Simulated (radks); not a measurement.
The numbers below are computed, except where a source is named.
Task: Isoelectronic series with 54 electrons, all held in the configuration [Xe], which need not be the ground one along the series. Level of theory: scalar-relativistic Kohn-Sham, BLYP, spin-polarised, spherical densities, point nucleus (a radial shooting solver on a logarithmic mesh with Libxc functionals). Total energies (hartree) and mean radii <r> (bohr):

| ion | E (hartree) | 5p | 5s | 4d | 4p |
|---|---|---|---|---|---|
| Xe | -7447.98081 | 2.321 | 1.858 | 0.8774 | 0.7650 |
| Ba2+ | -8135.7179 | 1.898 | 1.631 | 0.8004 | 0.7156 |
| Ce4+ | -8858.4894 | 1.645 | 1.459 | 0.7369 | 0.6718 |
| Nd6+ | -9616.6276 | 1.465 | 1.324 | 0.6835 | 0.6327 |
| Sm8+ | -10410.5426 | 1.327 | 1.214 | 0.6378 | 0.5978 |
| Gd10+ | -11240.7012 | 1.217 | 1.123 | 0.5982 | 0.5664 |
| Dy12+ | -12107.6197 | 1.126 | 1.046 | 0.5634 | 0.5380 |
| Er14+ | -13011.8621 | 1.049 | 0.9789 | 0.5326 | 0.5122 |
| Yb16+ | -13954.0405 | 0.9827 | 0.9202 | 0.5052 | 0.4886 |
| W20+ | -15954.9077 | 0.8738 | 0.8220 | 0.4581 | 0.4473 |

Estimate the row of Hf18+.

Result: E (hartree) -14934.8172; 5p 0.9248; 5s 0.8684; 4d 0.4805; 4p 0.4671.
